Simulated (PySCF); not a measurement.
# Two-photon absorption: `CN(C)c1ccco1`, C6H9NO

Geometry (Å), atoms numbered from 1 in this order:
```xyz
17

C    -1.783   -1.434   -0.035
N    -1.117   -0.222    0.353
C    -1.821    1.015    0.115
C     0.250   -0.229    0.247
C     1.155   -1.211   -0.080
C     2.446   -0.604    0.070
C     2.232    0.680    0.453
O     0.891    0.912    0.562
H    -1.323   -2.296    0.472
H    -2.837   -1.385    0.272
H    -1.748   -1.620   -1.129
H    -1.287    1.846    0.592
H    -1.932    1.247   -0.965
H    -2.826    0.952    0.558
H     0.934   -2.226   -0.396
H     3.413   -1.073   -0.101
H     2.879    1.524    0.670
```

Computed with PySCF, TDDFT CAM-B3LYP/aug-cc-pVDZ excited states, vertical, gas phase. Geometry: PBE0-D3(BJ)/def2-SVP.

Q: Give the one- and two-photon strengths of the lowest singlets.

A: δ for parallel linear polarisation; σ at the peak of a Lorentzian of half width 0.1 eV, single beam; Ω is circular over linear.
| state | E (eV) | f | photon λ (nm) | δ (au) | σ (GM) | Ω | main |
| --- | --- | --- | --- | --- | --- | --- | --- |
| S1 | 4.51 | 0.023 | 550 | 341 | 2.54 | 1.06 | HOMO→LUMO 0.84 |
| S2 | 5.06 | 0.045 | 490 | 51.3 | 0.48 | 0.99 | HOMO→LUMO+1 0.84 |
| S3 | 5.12 | 0.030 | 484 | 171 | 1.65 | 1.48 | HOMO→LUMO+2 0.83 |
| S4 | 5.26 | 0.140 | 472 | 54 | 0.55 | 1.39 | HOMO→LUMO+3 0.49, HOMO→LUMO+8 0.15 |
| S5 | 5.50 | 0.040 | 451 | 925 | 10.26 | 0.34 | HOMO→LUMO+5 0.23, HOMO→LUMO+6 0.22 |
| S6 | 5.61 | 0.029 | 442 | 185 | 2.13 | 0.37 | HOMO→LUMO+5 0.51, HOMO→LUMO+3 0.16 |

Among these, the strongest one-photon state is S4, the strongest two-photon state S5, with a dipole change of 5.4 D (relaxed, norm of the difference vector).
